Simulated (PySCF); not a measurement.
H₂MoO, triplet: computed properties

Computed with PySCF, UPBE0, basis Mo def2-TZVP with ECP28, O def2-TZVP, H def2-TZVP (scalar-relativistic core potentials, no spin–orbit coupling, density fitting).

The structure is a minimum.

| Property | Result |
| --- | --- |
| Point group | C2v |
| Bond lengths | Mo–H 1.737 Å (×2), Mo–O 1.648 Å |
| Bond angles | H–Mo–H 125.4°, H–Mo–O 117.3° (×2) |
| Zero-point energy | 37.6 kJ/mol |
| Lowest empty level (α) | -3.13 eV |
| Entropy at 298.15 K and 1 bar (electronic part: spin only) | 269.4 J/(mol K) |
| Principal polarisabilities | 42.7, 45.4, 48.5 bohr³ |
| Principal quadrupole moments (Buckingham, traceless) about the centre of mass | -3.62, -1.79, 5.41 D Å |
| Heat capacity Cp at 298.15 K | 49.9 J/(mol K) |
| Rotational symmetry number | 2 |
| Enthalpy at 298.15 K above 0 K | 12.11 kJ/mol |
| Atomisation energy without zero-point energy | 1069 kJ/mol |
| Highest occupied level (α) | -7.34 eV |
| Rotational constants | 3.51, 0.4275, 0.3811 cm⁻¹ |
| Spin squared ⟨S²⟩ | 2.028 |
| Dipole moment | 1.28 D |

Harmonic modes (masses in u: Mo 97.905, O 15.995, H 1.008):
| symmetry | ω (cm⁻¹) | IR (km/mol) | type |
| --- | --- | --- | --- |
| b1 | 219 | 168 | bend |
| b2 | 546 | 3.2 | bend |
| a1 | 778 | 34.1 | bend |
| a1 | 1083 | 215 | mixed |
| b2 | 1822 | 313 | stretch |
| a1 | 1840 | 135 | stretch |

In C2v the vibrations span b1 + 2b2 + 3a1. Here b1 is antisymmetric to the molecular plane and b2 lies in it.

Charges (e):
```csv
atom,Mulliken,Löwdin,polar tensor,spin (Mulliken),Mayer order to Mo1
Mo1,0.74,0.44,1.36,2.32,–
O2,-0.51,-0.23,-0.73,-0.17,2.14
"H3,4",-0.11,-0.10,-0.31,-0.08,0.94
```

Mulliken populations on Mo1 (electrons outside its core potential): s 2.66, p 6.41, d 4.15, f 0.04.

Outer orbital energies (eV). α occupied: -26.10, -11.75, -11.73, -11.35, -10.12, -8.41, -7.89, -7.34; empty: -3.13, -1.80, -1.17, -0.30. β occupied: -26.37, -11.62, -11.60, -11.46, -9.75, -8.41; empty: -2.85, -2.68, -2.21, -1.27.

Only a few start shapes were tried, so a lower isomer may exist. Other spin states or occupations of the open shell can lie lower.

The final relaxation and frequency run took 37 s on 2 threads of a shared Arm Neoverse V1 host, with 83 basis functions and 12 gradients; the process peaked at 0.98 GiB.
